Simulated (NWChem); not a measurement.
C₃H₄F₂Si; SMILES C#C[SiH2]C(F)F

```xyz
10

C      0.5645     2.9859    -0.2414
C     -0.0052     1.9342    -0.0320
Si    -0.8449     0.3416     0.2546
C      0.2472    -1.0980    -0.4008
F     -0.4501    -2.2726    -0.2143
F      1.4037    -1.1708     0.3394
H      1.0636     3.9136    -0.4178
H     -2.1392     0.3093    -0.4713
H     -1.0518     0.1042     1.7022
H      0.5355    -1.0503    -1.4586
```
Atoms are numbered in this order, from 1.

Program: NWChem. All runs use the structure optimised with B3LYP/6-31G* (spherical d). Total energies compare along this basis series because the functional is fixed.

```json
[
 {"level": "TPSS/cc-pVDZ", "basis functions": "108", "energy (Ha)": "-605.8989", "highest occupied level (eV)": "-6.82", "orbital gap (eV)": "5.80", "dipole (D)": "2.01"},
 {"level": "TPSS/aug-cc-pVDZ", "basis functions": "178", "energy (Ha)": "-605.9292", "highest occupied level (eV)": "-7.13", "orbital gap (eV)": "5.81", "dipole (D)": "2.23"},
 {"level": "TPSS/cc-pVTZ", "basis functions": "240", "energy (Ha)": "-606.0208", "highest occupied level (eV)": "-7.06", "orbital gap (eV)": "5.79", "dipole (D)": "2.13"}
]
```
